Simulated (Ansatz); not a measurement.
Ideal-gas functions of ClHMoO2S, SMILES `[O]=[Mo]([OH])(=[S])[Cl]` at 600 K and 1 bar, from an Ansatz frequency run at PBE0-D4/def2-TZVP.

Molar mass 196.47 g/mol, point group C1 (symmetry number 1), electronic degeneracy 1, moments of inertia 196.993, 284.448, 342.949 u Å². Harmonic wavenumbers (cm⁻¹, unscaled): 150, 165, 206, 255, 290, 350, 437, 588, 641, 750, 1062, 3871.

Use S(trans) = R[1.5 ln M + 2.5 ln T − 1.1517]; rotational temperatures θ = 24.2544 K / I; S(rot) = R[ln(√π/σ · √(T³/θAθBθC)) + 1.5]; for each mode x = 1.438777 ν̃/T, S = R[x/(eˣ − 1) − ln(1 − e⁻ˣ)] and H = RT x/(eˣ − 1); 1 cm⁻¹ = 0.0119627 kJ/mol; R = 8.31446 J/(mol·K).

**Question.** By hand: the entropy, in J/(mol·K).

**Answer.** Translation 189.2. Rotation: θ = 0.1231, 0.0853, 0.0707 K, giving 127.0. Vibration, mode by mode: 16.86, 16.08, 14.26, 12.53, 11.50, 10.01, 8.30, 6.11, 5.51, 4.47, 2.48, 0.01, in all 108.1. Electronic 0.0. Sum 424.3 J/(mol·K).

**Question.** By hand: H − E and G − E in kJ/mol, counted from the electronic energy.

**Answer.** Zero-point energy ½ × 8765 × 0.0119627 = 52.4; thermal vibration 32.4; translation, rotation and pV give 4 RT = 20.0. H − E = 104.8 kJ/mol, and G − E = 104.8 − 600 × 424.3/1000 = -149.8 kJ/mol.

Vibration gives 25 % of the entropy. The sum counts one conformer and one mirror image; others add a mixing term.
